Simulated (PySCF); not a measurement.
C3H5NSi2, SMILES C#CC1=N[SiH2][SiH2]1.

The structure is a stationary point at ωB97X-D3(BJ)/def2-SVP. The structure was generated by enumeration, and PubChem lists no compound with its InChIKey, so it may never have been made.

Level of theory: ωB97X-D3(BJ)/def2-SVP (PySCF).

Frequencies are harmonic and unscaled.

Estimate the vibrational spectrum. (An estimate is asked for; the answer gives what the named calculation found.)


| mode | ν (cm⁻¹) | IR (km/mol) | Raman (Å⁴/amu) | depolarisation | moving atoms (share of kinetic energy) |
|---|---|---|---|---|---|
| 1 | 106 | 4.4 | 3.3 | 0.75 | N 36 %, H 25 %, C 24 %, Si 15 % |
| 2 | 145 | 3.2 | 10.4 | 0.75 | C 49 %, Si 25 %, H 17 %, N 10 % |
| 3 | 227 | 0.1 | 5.6 | 0.75 | C 53 %, H 33 %, N 14 % |
| 4 | 371 | 27.3 | 3.3 | 0.75 | H 86 %, C 10 % |
| 5 | 407 | 7.0 | 6.3 | 0.71 | Si 45 %, C 41 %, H 9 % |
| 6 | 440 | 15.0 | 4.8 | 0.59 | Si 56 %, C 27 %, H 12 % |
| 7 | 472 | 1.9 | 23.1 | 0.28 | Si 52 %, C 31 %, H 12 % |
| 8 | 480 | 3.0 | 2.8 | 0.75 | H 55 %, C 42 % |
| 9 | 589 | 4.0 | 4.9 | 0.75 | H 72 %, Si 19 % |
| 10 | 619 | 2.6 | 19.5 | 0.16 | C 44 %, N 27 %, Si 22 % |
| 11 | 680 | 19.4 | 14.9 | 0.75 | H 84 % |
| 12 | 696 | 72.7 | 3.8 | 0.50 | H 82 %, Si 13 % |
| 13 | 712 | 2.0 | 11.8 | 0.75 | C 48 %, H 45 % |
| 14 | 718 | 42.6 | 3.0 | 0.67 | H 74 %, C 25 % |
| 15 | 768 | 28.3 | 6.1 | 0.75 | H 74 %, C 26 % |
| 16 | 785 | 12.9 | 7.5 | 0.49 | H 41 %, N 36 %, C 14 %, Si 9 % |
| 17 | 847 | 251.7 | 6.6 | 0.74 | H 45 %, N 31 %, Si 20 % |
| 18 | 945 | 125.1 | 15.9 | 0.72 | H 93 % |
| 19 | 967 | 150.7 | 21.0 | 0.69 | H 94 % |
| 20 | 1146 | 16.4 | 19.8 | 0.32 | C 87 % |
| 21 | 1641 | 114.2 | 91.1 | 0.29 | C 58 %, N 42 % |
| 22 | 2249 | 73.8 | 303.7 | 0.01 | H 72 %, C 26 % |
| 23 | 2250 | 74.8 | 359.5 | 0.54 | C 64 %, H 36 % |
| 24 | 2258 | 49.6 | 144.4 | 0.75 | H 96 % |
| 25 | 2270 | 109.1 | 304.5 | 0.08 | H 97 % |
| 26 | 2274 | 154.2 | 111.3 | 0.75 | H 96 % |
| 27 | 3481 | 72.6 | 32.7 | 0.22 | H 85 %, C 15 % |
